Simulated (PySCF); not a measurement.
Si4BH11O3

Si4BH11O3 is a molecule, neutral, singlet. The structure, one conformer, was relaxed in the gas phase by PBE0-D3(BJ)/def2-SVP. No frequency run checks that it is a minimum.

SMILES: OB(O)O[Si]([SiH3])([SiH3])[SiH3]

```xyz
19

Si   -0.601   -1.393   -2.092
Si   -0.399   -0.201   -0.082
Si   -0.392    2.101   -0.557
Si   -2.228   -0.687    1.302
O     0.999   -0.738    0.713
B     2.173   -0.079    0.935
O     3.199   -0.682    1.597
O     2.315    1.204    0.490
H    -1.898   -1.028   -2.744
H     0.519   -1.052   -3.024
H    -0.586   -2.869   -1.843
H    -0.196    2.925    0.673
H     0.606    2.471   -1.603
H    -1.760    2.397   -1.098
H    -3.489   -0.384    0.556
H    -2.233   -2.132    1.692
H    -2.194    0.145    2.546
H     2.969   -1.579    1.858
H     3.173    1.579    0.709
```
(Å; atoms numbered from 1)

Shieldings: GIAO PBE0/pcSseg-1. Shifts are against computed references at the same level: H TMS (σ 31.27 ppm), Si TMS (σ 352.0 ppm). Core levels by delta-SCF with SCAN, pcX-2 on the ionised atom and pcseg-1 elsewhere, spin-free X2C (2p3/2 is the spin-free 2p value less a third of a first-order spin-orbit splitting); from the vacuum level, for chosen atoms.

(1) Give the NMR and core-level values of the distinct atoms.

(2) Which of Si1, Si2, Si3, Si4 holds its core electrons tightest, and by how much against the loosest?

(3) By CAM-B3LYP/def2-SVPD (TDDFT singlets, Tamm-Dancoff triplets, ionisation by delta-SCF), where does absorption start, and what does vertical ionisation take?

Results:

(1) 
| atoms | bonded to | σ (ppm) | δ (ppm) | core level (eV) |
| --- | --- | --- | --- | --- |
| Si1 | 1 Si + 3 H | 454.9 | -102.9 | 2p3/2 106.27 |
| Si2 | 1 O + 3 Si | 351.1 | 0.9 | 2p3/2 106.49 |
| Si3 | 1 Si + 3 H | 451.8 | -99.8 | 2p3/2 106.16 |
| Si4 | 1 Si + 3 H | 454.6 | -102.6 | 2p3/2 106.31 |
| O5 | 1 B + 1 Si | 285.0 | - | 1s 537.92 |
| B6 | 3 O | 82.5 | - | - |
| O7 | 1 B + 1 H | 243.3 | - | - |
| O8 | 1 B + 1 H | 247.4 | - | - |
| H9 H10 H11 | 1 Si | 27.61 | 3.66 | - |
| H12 H13 H14 | 1 Si | 27.49 | 3.78 | - |
| H15 H16 H17 | 1 Si | 27.60 | 3.66 | - |
| H18 | 1 O | 28.22 | 3.05 | - |
| H19 | 1 O | 28.14 | 3.13 | - |

Values are those of this one static structure, with the three H of a rotating XH3 group averaged; atoms that internal rotation interchanges would show their mean in an NMR spectrum.

(2) Si2 (bonded to 1 O + 3 Si), by 0.33 eV over Si3 (bonded to 1 Si + 3 H).

(3) The lowest singlet lies at 5.80 eV (f 0.020), the strongest of the first 6 at 6.91 eV (f 0.203), the lowest triplet at 5.19 eV; vertical ionisation takes 9.32 eV.
